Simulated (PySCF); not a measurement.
C3H5, SMILES [CH]=CC, multiplicity 2.

Geometry: PBE0-D3(BJ)/def2-TZVP. The isomer is the one that the SMILES or the coordinates give; other isomers of the formula were not compared.

Method: PBE/def2-TZVPD (PySCF).

The total energy is -117.09580 hartree and the point group is Cs. The α spin, highest occupied and lowest empty level is -5.31 and -0.69 eV. The β spin, highest occupied and lowest empty level is -6.32 and -3.00 eV and the dipole moment is 0.82 D. The quadrupole, principal values (traceless, Buckingham form, about the centre of nuclear charge) comes out as -2.32, -0.60, 2.93 D·Å, the mean static polarisability is 41.0 bohr³ (6.07 Å³) and the polarisability, principal values comes out as 32.0, 37.6, 53.2 bohr³. The ⟨S²⟩ is 0.758 (pure state 0.75).
